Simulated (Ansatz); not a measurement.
Species: sum formula BNH₂Br₂, charge 0, multiplicity 1. 
Geometry from a B3LYP-D3(BJ)/def2-TZVP (Ansatz, an electronic-structure program) optimisation:
```
B
N 1 1.3817
H 2 1.0067 1 122.45
H 2 1.0067 3 115.10 1 -180.00
Br 1 1.9346 2 120.05 3 -180.00
Br 1 1.9346 2 120.05 3 0.00
```

Dipole moments at this geometry, in debye (magnitudes).

| level | program | dipole (D) |
|---|---|---|
| SVWN5/def2-TZVPD | Ansatz | 2.82 |
| BLYP/def2-TZVPD | Ansatz | 2.75 |
| revPBE/def2-TZVPD | Ansatz | ? |
| PBE0/def2-TZVPD | Ansatz | 2.82 |
| wB97X-V/def2-TZVPD | Ansatz | 2.85 |
| CCSD(T)/aug-cc-pVDZ | Ansatz | ? |

### Question
What belongs in the gaps?

### Answer

- revPBE/def2-TZVPD, dipole (D): 2.78
- CCSD(T)/aug-cc-pVDZ, dipole (D): 2.83
